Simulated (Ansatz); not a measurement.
BBr₂H, SMILES `BrBBr`, relaxed with RKS PBE0-D4/def2-TZVP in Ansatz 0.2.0 from a PBE-D4/def2-SVP geometry. The force threshold is 0.005 eV/Å; the program also tests the step.

Charge 0, multiplicity 1.

Start:

```xyz
4

Br   -0.173   -1.803   -0.258
B     0.145    0.047    0.057
Br   -1.191    1.361   -0.283
H     1.219    0.396    0.484
```

**Question.** How much energy does the relaxation release, and in how many steps? (Best estimate.)

**Answer.** Computed: 0.95 kJ/mol, in 3 steps.

**Question.** Which bonds change most? (Estimate.)

**Answer.** Computed: B2–H4 from 1.208 to 1.186 Å; B2–Br3 from 1.904 to 1.891 Å; Br1–B2 from 1.904 to 1.891 Å.

**Question.** Give the relaxed structure. (An estimate is asked.)

**Answer.** Ansatz gave: 
```xyz
4

Br   -0.170   -1.789   -0.256
B     0.148    0.048    0.059
Br   -1.180    1.350   -0.280
H     1.203    0.391    0.478
```
